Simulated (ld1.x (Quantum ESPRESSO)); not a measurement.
Ga (Z = 31), RRKJ: configuration errors across variants

```
Element                 : Ga (Z = 31)
Generator               : ld1.x (Quantum ESPRESSO) 7.5
Type                    : norm-conserving RRKJ (Kleinman–Bylander form)
Functional              : LDA (PZ)
Relativity              : fully relativistic
Frozen core             : [Ar]
Valence charge          : 13
Reference configuration : 3d10 4s2 4p0 (charge +1)
Partial waves           : 4p (bound, empty): rc 2.55 bohr; 3d (bound): rc 0.60 bohr; 4s (bound): rc 1.35 bohr
Local potential         : the s channel
Core correction         : Bessel-smoothed model core, default radius (core density twice the valence density)
rho0                    : 0.01
```

Open shells are filled in proportion to 2j + 1 (rel_dist='average').

All-electron excitation energies from the reference (eV): (1) 3d10 4s2 4p1 -5.890; (2) 3d10 4s1 4p0 21.503; (3) 3d10 4s0 4p0 53.103; (4) 3d10 4s1 4p1 7.447; (5) 3d10 4s0 4p3 7.650; (6) 3d10 4s2 4p1.3 -6.468; (7) 3d10 4s2 4p0.5 -3.769.

The default core radius of the base comes out at 0.31 bohr.

3 further variants failed, have other tests or too few solved ones, and are left out.

A true bound ghost makes a file unfit for plane-wave use even where its test errors are small: the radial tests pick states by their node count and pass the ghost by.

Errors AE − PS in meV (a dash: test not solved or not reliable):

| change | (1) | (2) | (3) | (4) | (5) | (6) | (7) | bound ghosts |
| --- | --- | --- | --- | --- | --- | --- | --- | --- |
| base | -1.0 | -2.9 | -35 | -3.1 | -15 | -1.5 | -0.3 | p1/2 |
| wave 4p (bound): rc 2.55 bohr becomes 4p (bound): rc 1.76 bohr | -1.5 | -2.9 | -35 | -1.1 | -7.6 | -2.1 | -0.5 | p3/2, p1/2 |
| wave 3d (bound): rc 0.60 bohr becomes 3d (bound): rc 0.66 bohr | -1.0 | -2.8 | -35 | -3.1 | -15 | -1.4 | -0.3 | p1/2 |
| wave 4s (bound): rc 1.35 bohr becomes 4s (bound): rc 1.72 bohr | -0.2 | -8.7 | -58 | -4.1 | -15 | -0.3 | -0.1 | none |
| core correction none | -0.4 | +7.0 | +29 | – | -9.0 | -0.7 | 0.0 | p1/2 |

**Question.** Give the same row for: all radii but the core radius scaled by about 1.21 (s 1.64, p 3.08, d 0.72 bohr).

**Answer.** -0.2, -8.4, -57, -0.4, +1.7, –, -0.3; bound ghosts: p1/2.
